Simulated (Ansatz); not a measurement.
One change: `O[Si](F)(F)[SiH3]` becomes `O[SiH2]N[Si](O)(F)F`.

Ansatz, PBE0-D4/def2-TZVP geometries, multiplicity 1. Each molecule was computed in one conformer, which needn't be the lowest.

```csv
property,`O[Si](F)(F)[SiH3]`
HOMO–LUMO gap (ωB97M-V/def2-TZVPP) / eV,12.85
HOMO–LUMO gap (PBE0/def2-TZVPP) / eV,9.03
LUMO energy (ωB97M-V/def2-TZVPP) / eV,1.72
HOMO energy (B3LYP/def2-TZVPP) / eV,-8.84
size of the dipole moment (B3LYP/def2-TZVPP) / D,1.04
LUMO energy (PBE/def2-TZVPP) / eV,-0.89
```

Q: Give the same properties after the change, and the shifts. (Estimate.)

A: Computed: 
```tsv
property	`O[SiH2]N[Si](O)(F)F`	shift
HOMO–LUMO gap (ωB97M-V/def2-TZVPP) / eV	12.24	-0.61
HOMO–LUMO gap (PBE0/def2-TZVPP) / eV	8.46	-0.57
LUMO energy (ωB97M-V/def2-TZVPP) / eV	1.73	0.01
HOMO energy (B3LYP/def2-TZVPP) / eV	-7.99	0.85
size of the dipole moment (B3LYP/def2-TZVPP) / D	1.06	0.02
LUMO energy (PBE/def2-TZVPP) / eV	-0.65	0.24
```

With PBE0 the HOMO rises by 0.83 eV and the LUMO rises by 0.26 eV, so the gap narrows by about 0.57 eV. PBE moves the HOMO by 0.97 eV and ωB97M-V by 0.62 eV. Dipoles are sizes alone; their direction can turn.

B3LYP here is the variant with VWN-RPA as its local correlation; programs differ in this.
